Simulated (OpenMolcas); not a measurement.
A run on Ir6+ among 6 point charges of -1.5 e arranged as an octahedron (Oh), 2.21 Å from the ion.

* Program: OpenMolcas
* Method: CASSCF
* Basis: ANO-RCC-VTZP [8s7p5d3f1g]
* Scalar Hamiltonian: DKH2, point nucleus
* Active space: 3 electrons in 5 orbitals (5d)
* State averaging: 2S+1 = 4 even, 10 roots; 2S+1 = 2 even, 40 roots
* Spin-orbit coupling: state interaction with AMFI integrals over the reference wave functions

84 basis functions. Blocks (2S+1, parity, CSFs, roots kept): 4, even, 10, 10; 2, even, 40, 40.

How long do the RASSCF and RASSI steps take on 1 thread of Arm Neoverse V2, with other jobs on the host?

About 9.5 s of wall time, without the integral step.
